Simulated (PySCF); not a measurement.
**Radial density of Ne (neon, neutral)**

UHF, [Ne], closed-shell 1S. All numbers are calculated (PySCF 2.14, no relativity, point nucleus, in aug-cc-pVDZ).

```csv
r (bohr),4πr²ρ (e/bohr)
0.00201,0.02996
0.00339,0.08332
0.00570,0.2262
0.00958,0.5899
0.0161,1.468
0.0271,3.333
0.0456,6.546
0.0767,10.04
0.129,10.43
0.217,6.617
0.365,5.468
0.614,7.908
1.03,5.560
1.74,1.379
2.92,0.09174
4.91,0.001206
```
